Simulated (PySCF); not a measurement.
**Exercise with solution: dipole moment from atomic charges**

1,1-dichlorocyclopropane (C3H4Cl2), SMILES ClC1(Cl)CC1. Atoms are numbered in the order given.

```xyz
9

Cl     1.4650     0.0000    -0.7669
C      0.0000     0.0000     0.2009
Cl    -1.4650     0.0000    -0.7669
C      0.0000     0.7571     1.4875
C      0.0000    -0.7571     1.4875
H     -0.9251     1.2747     1.7548
H      0.9251     1.2747     1.7548
H     -0.9251    -1.2747     1.7548
H      0.9251    -1.2747     1.7548
```
Charge 0, spin multiplicity 1.

Geometry: ωB97X-D3(BJ)/def2-SVP.

Charges (e) from PySCF with HF/def2-TZVP:

| atom | ESP fit | Mulliken |
|---|---|---|
| Cl1 | -0.065 | -0.122 |
| C2 | -0.016 | 0.250 |
| Cl3 | -0.065 | -0.122 |
| C4 | -0.278 | -0.273 |
| C5 | -0.278 | -0.273 |
| H6 | 0.176 | 0.135 |
| H7 | 0.176 | 0.135 |
| H8 | 0.176 | 0.135 |
| H9 | 0.176 | 0.135 |

The dipole moment of the full density is 2.32 D.

**Question.** What dipole moment does each set of point charges give, and which comes closer to that of the density?

**Answer.** 
μ = Σ q r, and 1 e Å = 4.8032 D.
ESP fit: Σ q r = (0.000, 0.000, 0.505) e Å, |μ| = 2.42 D.
Mulliken: Σ q r = (0.000, 0.000, 0.373) e Å, |μ| = 1.79 D.
ESP fit comes closer in size. Point charges leave out the atoms' own dipoles (lone pairs, polarised bonds); fits to the potential absorb them, partitions of the density don't.
